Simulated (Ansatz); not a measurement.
Geometry optimisation, Ansatz 0.2.0, RHF/6-31G*.

Input file:

```yaml
crystal:
  periodic: [false, false, false]
  atoms:
    - { symbol: B, position_ang: [0.097395, -0.504677, 0.271923] }
    - { symbol: O, position_ang: [-0.476495, -0.487332, 1.526842] }
    - { symbol: H, position_ang: [-1.422844, -0.514079, 1.502683] }
    - { symbol: H, position_ang: [1.279379, -0.591818, 0.215326] }
    - { symbol: H, position_ang: [-0.593237, -0.531204, -0.702239] }
    - { symbol: "N", position_ang: [0.323446, 2.215418, 0.619463] }
    - { symbol: H, position_ang: [1.297826, 2.374207, 0.762888] }
    - { symbol: Si, position_ang: [-0.607129, 3.3395, -0.308716] }
    - { symbol: H, position_ang: [-1.106058, 2.757751, -1.572088] }
    - { symbol: H, position_ang: [-1.787335, 3.800899, 0.454043] }
    - { symbol: H, position_ang: [0.249509, 4.492853, -0.647661] }
    - { symbol: H, position_ang: [-0.073858, 1.68958, 1.401936] }
basis:
  gaussian: { orbitals: "6-31G*" }
hamiltonian:
  xc: hf
relax:
  f_tol: 0.03
  max_steps: 50
```

Run as:

```bash
$ ansatz run input.yaml --threads 1 --pin off --max-ram 2048MiB --backend cpu --events-out ev --progress --plain --runs-dir out
```

Problem. Where does it end, and by what steps?

Solution. The run converged. The force dipped under the threshold on the way, but the program's further checks kept it going. After 28 steps the energy has fallen by 0.135 eV; H11 moved furthest, 1.01 Å.

```
step  energy less start (eV)  largest force component (eV/Å)  accepted
   0                  0.0000                           0.876       yes
   1                 -0.0586                           0.674       yes
   2                 -0.0687                           0.661       yes
   3                 -0.0770                           0.527       yes
   4                 -0.0829                           0.111       yes
   5                 -0.0855                           0.143       yes
   6                 -0.0914                           0.129       yes
   7                 -0.0726                           1.029        no
   8                 -0.0954                           0.043       yes
   9                 -0.0980                           0.344       yes
  10                 -0.0955                           0.394        no
  11                 -0.1015                           0.055       yes
  12                 -0.1060                           0.050       yes
  13                 -0.1106                           0.233       yes
  14                 -0.1140                           0.239       yes
  15                 -0.1175                           0.134       yes
  16                 -0.1230                           0.100       yes
  17                 -0.1255                           0.217       yes
  18                 -0.1187                           0.484        no
  19                 -0.1299                           0.080       yes
  20                 -0.1313                           0.076       yes
  21                 -0.1333                           0.060       yes
  22                 -0.1340                           0.106       yes
  23                 -0.1347                           0.043       yes
  24                 -0.1347                           0.028       yes
  25                 -0.1352                           0.025       yes
  26                 -0.1351                           0.066        no
  27                 -0.1354                           0.008       yes
  28                 -0.1355                           0.013       yes
```

```xyz
12
Properties=species:S:1:pos:R:3
B -0.045 -0.556 0.443
O -0.694 -0.478 1.626
H -1.627 -0.344 1.534
H 1.126 -0.759 0.474
H -0.648 -0.528 -0.588
N 0.558 2.234 0.393
H 1.491 2.244 0.033
Si -0.617 3.309 -0.286
H -0.556 3.184 -1.753
H -1.946 2.902 0.211
H -0.435 4.739 0.054
H 0.575 2.096 1.383
```

Run time: 51 s on 1 thread of Arm Neoverse V2, with other jobs on the host, peak memory 0.14 GiB.
